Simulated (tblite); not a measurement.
Species: C₆H₆F (doublet state).
Geometry (GFN2-xTB, Å), atoms numbered from 1 in this order:
```
atom  x, y, z in Å
C1     2.161    0.233   -0.274
C2     0.806    0.114   -0.107
C3     0.054   -1.039    0.107
F4     0.534   -2.289    0.191
C5    -1.396   -0.749    0.242
C6    -1.407    0.739    0.078
C7    -0.173    1.205   -0.116
H8     2.798   -0.632   -0.251
H9     2.615    1.193   -0.432
H10   -1.994   -1.256   -0.522
H11   -1.795   -1.063    1.212
H12   -2.316    1.312    0.117
H13    0.109    2.232   -0.263
```

Structure optimised with GFN2-xTB, isolated species. This method treats the open shell by occupation alone, without spin polarisation.

Masses are those of the commonest isotopes; rigid-rotor values at the optimised geometry. The values belong to one conformer with, in the numbering `[CH2:1][C:2]1=[C:3]([F:4])[CH2:5][CH:6]=[CH:7]1`, H–C1–C2–C3 0° and 180°.

Problem. What are A, B and C (MHz)?

Solution. Ia = 135.02, Ib = 156.77, Ic = 288.68 u·Å²; 505379 MHz·u·Å²/I gives A = 3743, B = 3224, C = 1751 MHz.

Problem. Classify the top.

Solution. An asymmetric top. Ray's parameter κ = (2B − A − C)/(A − C) = 0.479; −1 is the prolate and +1 the oblate limit.

Problem. Is it planar, by Δ = Ic − Ia − Ib?

Solution. Not planar: Δ = Ic − Ia − Ib = -3.11 u·Å². For a rigid frame Δ = −2 Σ m c², so Σ m c² = 1.56 u·Å² lies off the ab plane, practically all of it from hydrogen. The atom farthest from that plane is 0.88 Å away.

Problem. Give the other two planar moments, Paa and Pbb, and the rms extents of the mass along the axes.

Solution. Paa = Σ m a² = (Ib + Ic − Ia)/2 = 155.21 and Pbb = Σ m b² = (Ia + Ic − Ib)/2 = 133.47 u·Å². With the mass M = 97.05 u, the rms extents √(P/M) along a, b and c are 1.26, 1.17, 0.13 Å.

Problem. List the rotational levels J(Ka,Kc) to J = 2 (K).

Solution. Above 0(0,0), as E/k:
J = 1: 1(0,1) 0.239, 1(1,1) 0.264, 1(1,0) 0.334
J = 2: 2(0,2) 0.665, 2(1,2) 0.670, 2(1,1) 0.883, 2(2,1) 0.957, 2(2,0) 1.009

For this open shell read J as N, the rotation without spin; fine and hyperfine splittings come on top. Its GFN2-xTB frequencies are all real (lowest 170 cm⁻¹). No vibrational averaging or centrifugal distortion is included, and the geometry carries the error of its method.

These are computed values.
